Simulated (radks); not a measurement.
The numbers below are computed, except where a source is named.
Problem. Code: a radial shooting solver on a logarithmic mesh with Libxc functionals. Model: scalar-relativistic Kohn-Sham, LB94 model potential, spin-unpolarised, spherical densities, finite nucleus; Fermi nuclear charge, rms radius of each element as measured or else 0.836 A^(1/3) + 0.57 fm. Response by self-consistent Sternheimer equations with the Hartree and adiabatic LDA kernel, the relativistic mass of each level held fixed and spin-orbit coupling left out. Rank Be2+, O6+, He, F7+, Li+, B3+, C4+, Ne8+, N5+ (NIST ground configurations) by static dipole polarisability, largest first.

Solution. He 1.390, Li+ 0.1984, Be2+ 0.05388, B3+ 0.02018, C4+ 0.009177, N5+ 0.004751, O6+ 0.002699, F7+ 0.001644, Ne8+ 0.001058 bohr^3.
